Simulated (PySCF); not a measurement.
## Correlation energy of Pb⁷¹⁺ (lead, charge +71)

[Ne] 3s1, 2S determinant. Computed with PySCF 2.14 in an even-tempered Gaussian basis (16 s from 23 bohr⁻², ratio 2.5; 10 p from 30 bohr⁻², ratio 2.5; 4 d from 110 bohr⁻², ratio 2.7; 4 f from 160 bohr⁻², ratio 2.7), with no relativity, point nucleus. Frozen: 1s2; 9 electrons correlated; the 17 highest virtual orbitals of each spin left out.

MP2 pair energies summed by pair of shells (mhartree):

```tsv
pair	energy	share (%)
2p-2p	-212.82	66.4
2s-2p	-62.89	19.6
2p-3s	-28.34	8.8
2s-2s	-11.19	3.5
2s-3s	-5.18	1.6
```

Total MP2 correlation energy: -320.43 mhartree.

At this charge a non-relativistic calculation is a model, useful for the Z dependence of the correlation energy.
